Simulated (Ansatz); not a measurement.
`C=C(CCl)[SiH2]F` + `N[SiH2][SiH3]` → `F[SiH2]N[SiH2][SiH3]` + `C=CCCl`  (ligand exchange at the Si–C bond)

Computed with Ansatz on PBE0-D4/def2-TZVP structures; ΔE is electronic, products minus reactants. CCSD(T)/CBS is the MP2 limit (def2-TZVPP, def2-QZVPP) plus CCSD(T) − MP2 in def2-TZVPP, frozen cores. This one scheme is used for every species. Functionals use def2-TZVPP. One conformer a species, not always the lowest.

`C=C(CCl)[SiH2]F`:

Z-matrix (Å, degrees):
```
C
C 1 1.491
Cl 1 1.796 2 110.8
H 1 1.091 2 111.5 3 117.0
H 1 1.090 2 112.4 3 -120.0
C 2 1.331 1 120.9 3 131.6
Si 2 1.867 1 118.6 3 -49.5
H 6 1.085 2 121.6 1 177.1
H 6 1.088 2 121.8 1 -2.2
F 7 1.604 2 107.1 1 -161.2
H 7 1.479 2 113.0 1 81.2
H 7 1.484 2 110.3 1 -43.4
```

`N[SiH2][SiH3]`:

Z-matrix (Å, degrees):
```
Si
Si 1 2.341
N 1 1.724 2 108.6
H 1 1.497 2 108.1 3 -126.1
H 1 1.488 2 110.7 3 117.7
H 2 1.489 1 110.3 3 173.7
H 2 1.491 1 110.1 3 54.6
H 2 1.488 1 111.4 3 -65.4
H 3 1.008 1 119.6 2 167.4
H 3 1.007 1 119.6 2 -50.6
```

`F[SiH2]N[SiH2][SiH3]`:

Cartesian coordinates in Å:
```
F -0.839 0.405 2.776
Si 0.476 0.994 2.076
N 0.887 0.155 0.649
Si 0.268 0.417 -0.956
Si -0.997 -1.407 -1.707
H 1.569 0.843 3.063
H 0.172 2.400 1.735
H 1.460 -0.669 0.774
H -0.575 1.639 -0.879
H 1.381 0.668 -1.916
H -2.204 -1.591 -0.858
H -0.176 -2.648 -1.635
H -1.421 -1.207 -3.120
```

`C=CCCl`:

```xyz
9

C     0.743   -0.903   -0.806
C     0.528    0.181   -0.075
C    -0.807    0.564    0.444
Cl   -0.805    0.629    2.238
H     1.729   -1.142   -1.186
H    -0.061   -1.589   -1.052
H     1.347    0.850    0.171
H    -1.574   -0.152    0.152
H    -1.100    1.561    0.115
```

| level | ΔE (kJ/mol) |
| --- | --- |
| r2SCAN-D4 | -76.6 |
| CCSD/def2-TZVPP | -81.1 |

(1) What does CCSD(T)/CBS give? (Estimate.)

Largest T1 diagnostic among the species: 0.012.

## Answers

(1) The calculation gave: -79.2 kJ/mol. The listed levels differ from it by 2.6, -1.9 kJ/mol.

In def2-TZVPP, CCSD(T) changes the Hartree–Fock value by +11.4 kJ/mol (the triples alone add +1.9 kJ/mol) and MP2 by +11.9 kJ/mol. The D4 term adds +3.7 kJ/mol with B3LYP and +1.8 kJ/mol with PBE0; it sums over pairs of atoms, weighted by their polarisabilities, and B3LYP, whose exchange is more repulsive, gets the larger term.

B3LYP here is the variant with VWN-RPA as its local correlation; programs differ in this.
